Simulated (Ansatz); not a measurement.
Input (CCSDT(Q)/cc-pV(D+d)Z; Ansatz, a program for electronic structure): A basis named .json is the Basis Set Exchange file of that set.

Ansatz 0.2 input:
```yaml
crystal:
  periodic: [false, false, false]
  atoms:
    - {symbol: Al, position_ang: [-0.60640007, -0.34835578, -0.38729169]}
    - {symbol: H, position_ang: [-1.88188703, -0.99128298, -1.06516795]}
    - {symbol: P, position_ang: [-0.04832120, 1.87021980, -0.84572271]}
    - {symbol: H, position_ang: [-0.18961415, 1.72350392, -2.25013341]}
    - {symbol: H, position_ang: [1.35225375, 1.64662102, -0.83656340]}
    - {symbol: P, position_ang: [0.47019176, -1.47360653, 1.35007682]}
    - {symbol: H, position_ang: [1.77555027, -1.08316617, 0.95601338]}
    - {symbol: H, position_ang: [0.49883962, -2.71624970, 0.66533169]}
basis:
  gaussian:
    orbitals: cc-pV_D+d_Z.json
magnetization: {spin_polarized: false}
correlation: {method: ccsdt_q, electrons: outside_noble_gas}
```

Output:

```
Functional definition: HF
integrals: 0.16 GiB planned
1826 factors; integrals over basis functions are off by at most 2.3e-7 eV
mean field: 0.51 GiB planned
mean field evaluation 1: about -25205.4070 eV, gradient 1.5e1 eV
mean field evaluation 2: about -25205.4384 eV, gradient 1.5e1 eV
mean field evaluation 4: about -25206.6867 eV, gradient 1.9e0 eV
mean field evaluation 8: about -25206.7077 eV, gradient 9.4e-2 eV
mean field evaluation 16: about -25206.6638 eV, gradient 3.4e-1 eV
mean field -25206.70778217 eV, -926.3294252745 hartree, gradient 7.1e-6 eV, S^2 0.000000; 0 other end points of the search recorded, 0 dependent functions left out
15 core orbitals not correlated
reference -25206.70778217 eV, -926.3294252745 hartree; 9, 9 occupied and 70, 70 virtual orbitals, 1826 factors
second order -8.53752995 eV of doubles, -0.00000000 eV of singles
coupled cluster: 2.42 GiB planned
cycle   1  -9.68019883 eV  change    -1.1e0 eV  update   1.0e-1
cycle   2  -10.33664629 eV  change   -6.6e-1 eV  update   4.2e-2
cycle   3  -10.48748843 eV  change   -1.5e-1 eV  update   2.1e-2
cycle   4  -10.47628731 eV  change    1.1e-2 eV  update   6.9e-3
cycle   5  -10.47527212 eV  change    1.0e-3 eV  update   3.7e-3
cycle   6  -10.47527895 eV  change   -6.8e-6 eV  update   1.2e-3
cycle   7  -10.47451816 eV  change    7.6e-4 eV  update   5.4e-4
cycle   8  -10.47468820 eV  change   -1.7e-4 eV  update   1.9e-4
cycle   9  -10.47486826 eV  change   -1.8e-4 eV  update   7.5e-5
cycle  10  -10.47482334 eV  change    4.5e-5 eV  update   3.1e-5
cycle  11  -10.47479094 eV  change    3.2e-5 eV  update   1.4e-5
cycle  12  -10.47479634 eV  change   -5.4e-6 eV  update   5.7e-6
cycle  13  -10.47480112 eV  change   -4.8e-6 eV  update   2.4e-6
cycle  14  -10.47480643 eV  change   -5.3e-6 eV  update   9.9e-7
cycle  15  -10.47480791 eV  change   -1.5e-6 eV  update   3.5e-7
perturbative correction -0.01957026 eV, -0.0007191939 hartree
Total energy: -25217.20216034 eV, -926.7150865591 hartree
```
